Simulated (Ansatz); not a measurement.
The same path of C2H10SSi2 (15 atoms, charge 0, multiplicity 1) was run twice with different band settings. The coordinate that changes most is the dihedral H8–C1–Si2–Si3.

Level of theory: Ansatz 0.2.0, RKS B3LYP/6-31G.

Relaxed end points:

```xyz
15
Properties=species:S:1:pos:R:3
C -2.286 -0.571 -0.411
Si -0.494 -1.098 -0.883
Si 1.091 -0.537 0.798
C 1.321 1.371 1.013
S 2.113 2.256 -0.483
H -2.352 0.514 -0.274
H -2.984 -0.859 -1.203
H -2.599 -1.055 0.519
H -0.102 -0.439 -2.182
H -0.443 -2.586 -1.112
H 0.620 -1.091 2.122
H 2.428 -1.151 0.492
H 0.380 1.869 1.258
H 2.024 1.560 1.829
H 1.259 1.767 -1.453
```

```xyz
15
Properties=species:S:1:pos:R:3
C -2.286 -0.373 -0.594
Si -0.498 -0.886 -1.091
Si 1.030 -0.728 0.725
C 1.326 1.094 1.302
S 2.227 2.199 0.029
H -2.959 -0.476 -1.451
H -2.661 -1.006 0.217
H -2.316 0.669 -0.259
H -0.025 -0.016 -2.228
H -0.493 -2.306 -1.593
H 0.477 -1.496 1.902
H 2.354 -1.336 0.359
H 0.396 1.586 1.597
H 1.996 1.095 2.167
H 1.412 1.931 -1.052
```

Common settings: spring 5.0 eV/Å²; optimiser quadratic models (default); start path IDPP; force threshold 0.05 eV/Å; end points relaxed.

| run | movable images | climbing image | iteration limit |
| --- | --- | --- | --- |
| 1 | 7 | yes | 36 |
| 2 | 2 | no | 60 |

(1) What does each run give, and how far can it be trusted?

## Answers

(1) Run 1: converged after 3 iterations, highest image 0.050 eV above the first end. A vibrational analysis at the climbing image gives one clearly imaginary mode, 135i cm⁻¹: a first-order saddle point.
Run 2: converged after 4 iterations, highest image 0.037 eV above the first end. No image climbed, so the highest image needn't sit at the top of the path. So few images can step over the top or miss a turn of the path.
Limits of this set-up: no polarisation functions.
